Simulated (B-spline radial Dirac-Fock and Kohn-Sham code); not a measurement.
# Pb⁺: non-radiative channels of the M1 vacancy

System: lead as Pb⁺ in the configuration 1s2 2s2 2p6 3s2 3p6 3d10 4s2 4p6 4d10 4f14 5s2 5p6 5d10 6s2 6p1.

Input of the calculation (task.json; shells as n, l, electrons):

```json
{"items": [{
  "Z": 82,
  "q": 1,
  "cfg": [[1, 0, 2], [2, 0, 2], [2, 1, 6], [3, 0, 2], [3, 1, 6], [3, 2, 10], [4, 0, 2], [4, 1, 6], [4, 2, 10], [4, 3, 14], [5, 0, 2], [5, 1, 6], [5, 2, 10], [6, 0, 2], [6, 1, 1]],
  "A": 208,
  "rrms": 5.5012,
  "do": ["binding", "quiet", "decay"],
  "holes": ["K", "L1", "L2", "L3", "M1", "M2", "M3", "M4", "M5", "N1", "N2", "N3", "N4", "N5", "N6", "N7"]
}]}
```

Command: `python xray_run.py task.json out`

Level of theory: a relativistic independent-particle model: LDA orbitals of the hole state, radiative multipoles to third order, Auger rates from the Coulomb interaction with a continuum orbital, Dirac-Fock energies; a B-spline atomic structure program. Kinetic energies are configuration averages from the vacuum level; the two-hole energies are estimated from single-hole states.

```
transition  kinetic energy (eV)  width (meV)  share (%)
   M1-M3N3                86.06         1200        6.4
   M1-M2O1                107.4          243        1.3
   M1-M2N6                107.4          456        2.5
   M1-M2N7                111.8          598        3.2
   M1-M2O2                154.5          234        1.3
   M1-M2O3                177.5          307        1.7
   M1-M3N4                295.6          363        2.0
   M1-M4N1                316.9          499        2.7
   M1-M3N5                319.0          625        3.4
   M1-M5N1                419.1          696        3.7
   M1-M3N6                594.6         3660       19.7
   M1-M3N7                600.4         4530       24.4
   M1-M4N5                802.7          222        1.2
   M1-M5N4                881.7          250        1.3
   M1-M5N5                905.9          351        1.9
   M1-M5N7               1187.7          323        1.7
```

Coster-Kronig rates are the weakest part of this model and often come out 1.5 to 2.5 times too large. The listed channels hold 78 % of the non-radiative rate. Summed by principal shells, of 18.6 eV in all: MMN 80.6 %, MMO 11.8 %, MNN 5.7 %, MNO 1.2 %, MMP 0.5 %.
